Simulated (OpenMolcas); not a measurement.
## Co3+: moving the ligands

Co3+ with 4 ligands (chloride) in tetrahedral coordination (Td) at 2.24 Å. A charge of +0.25 e stands 2.8 Å behind each ligand. Ligand basis ANO-RCC-VDZP.

- Program: OpenMolcas
- Method: CASSCF
- Basis: ANO-RCC-VDZP [5s4p2d1f]
- Scalar Hamiltonian: DKH2, point nucleus
- Active space: 6 electrons in 5 orbitals (3d)
- State averaging: 2S+1 = 5 even, 5 roots; 2S+1 = 3 even, 45 roots; 2S+1 = 1 even, 50 roots
- Spin-orbit coupling: RASSI with atomic mean-field integrals over the reference wave functions

Runs around this geometry, states (labels of Td). Energies in cm-1 above the lowest state or level, χT in cm3 K/mol.

```csv
R (Å),Ground state,First state of that spin,First gap with spin-orbit (degeneracies),χT at 300 K,First state of another spin
2.17,5E,5T2 4477,"27.5 (1, 3)",3.413,3T1 18658
2.24,5E,5T2 3870,"30.1 (1, 3)",3.490,3T1 19529
2.32,5E,5T2 3293,"33.1 (1, 3)",3.588,3T1 20314
```

Taking the first state of the same spin as R^-n, n = -ln(3293 / 4477) / ln(2.32 / 2.17) = 4.6 between the shortest and longest distance.

An orbital doublet at a regular site is open to a Jahn-Teller distortion, which this geometry leaves out. Without dynamic correlation the repulsion within the d shell is too large (B by tens of per cent), so at a given field states of lower spin stand too high. Ligand-to-metal charge-transfer states are missing. With no ligand orbital active B as a rule stays too high, so bands that hang on it stand too high and its fall with covalency is understated. With metal d orbitals alone and no dynamic correlation the field as a rule comes out too small, by tens of per cent, by up to half for chloride and softer ligands, and the orbital part of g and χT, which goes as 1/10Dq, too large. No measured value stands beside these numbers; the geometry was imposed, not optimised, and the real ion may take another.
